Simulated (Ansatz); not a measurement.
`CS[SiH](C)Cl` and `C[SiH](Cl)[GeH3]` differ in one atom or group.

Ansatz, PBE0-D4/def2-TZVP geometries, multiplicity 1. Each molecule was computed in one conformer, which needn't be the lowest.

Scalar relativity is left out up to krypton.

```
                                      property  `CS[SiH](C)Cl`
            LUMO energy (PBE0/def2-TZVPP) / eV            0.09
           LUMO energy (B3LYP/def2-TZVPP) / eV           -0.14
zero-point energy (PBE0-D4/def2-TZVP) / kJ/mol           228.2
             LUMO energy (PBE/def2-TZVPP) / eV           -0.82
          HOMO–LUMO gap (PBE0/def2-TZVPP) / eV            7.21
           HOMO–LUMO gap (PBE/def2-TZVPP) / eV            5.08
```

(1) What does the change do to each property? (Estimate.)

Answers

(1) Ansatz gave: 
| property | `C[SiH](Cl)[GeH3]` | shift |
| --- | --- | --- |
| LUMO energy (PBE0/def2-TZVPP) / eV | -0.04 | -0.13 |
| LUMO energy (B3LYP/def2-TZVPP) / eV | -0.22 | -0.08 |
| zero-point energy (PBE0-D4/def2-TZVP) / kJ/mol | 185.6 | -42.6 |
| LUMO energy (PBE/def2-TZVPP) / eV | -0.90 | -0.08 |
| HOMO–LUMO gap (PBE0/def2-TZVPP) / eV | 7.85 | 0.64 |
| HOMO–LUMO gap (PBE/def2-TZVPP) / eV | 5.85 | 0.77 |

With PBE0 the HOMO falls by 0.78 eV and the LUMO falls by 0.13 eV, so the gap widens by about 0.65 eV. PBE moves the HOMO by -0.85 eV and ωB97M-V by -0.63 eV. The zero-point energy changes by -42.6 kJ/mol with -3 modes.

Positive LUMOs are unbound, so they and the gaps depend on the basis.

B3LYP here is the variant with VWN-RPA as its local correlation; programs differ in this.
